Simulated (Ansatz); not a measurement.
The cluster HfSi3⁻, relaxed as a doublet with UKS PBE-D4/def2-SVPD in Ansatz, starting from the GFN1-xTB geometry. Force threshold 0.02 eV/Å.

In the def2 sets Hf takes a core potential; there is no spin–orbit coupling. The highest occupied level of the charge -1 doublet lies above zero (up to 0.50 eV). By energy differences its removal costs 1.68 eV (vertical, to the charge 0 triplet, at PBE-D4/def2-TZVPD). The structure comes from a short search, and lower isomers may exist.

Start:

```xyz
4

Hf    1.2794   -0.8460   -0.4018
Si    0.1777    0.3603    1.5473
Si   -0.1960    1.3156   -0.6188
Si   -1.2611   -0.8299   -0.5267
```

(1) Estimate the energy that the relaxation releases and the steps that it takes.

(2) Does the start keep its bonding and symmetry?

(3) Predict the relaxed structure.

Answers

(1) 0.12 eV, in 19 steps; 74 s on 4 threads of Arm Neoverse V1 on a shared host. The force fell under the threshold at step 6, but the optimiser went on and released 0.006 eV more. No frequencies were taken in this run, so the end may be a saddle point.

(2) By distances, no bond broke or formed. The bond that changes most is Si3–Si4, from 2.40 to 2.68 Å (atoms count from 1). Point group Cs at the start, Cs at the end, both within 0.05 Å.

(3) 
```xyz
4

Hf    1.203   -0.765   -0.464
Si    0.082    0.310    1.516
Si   -0.037    1.414   -0.652
Si   -1.249   -0.959   -0.400
```
Bond lengths: 3 × Hf–Si 2.46 to 2.52 Å; 2 × Si–Si 2.44 to 2.66 Å.
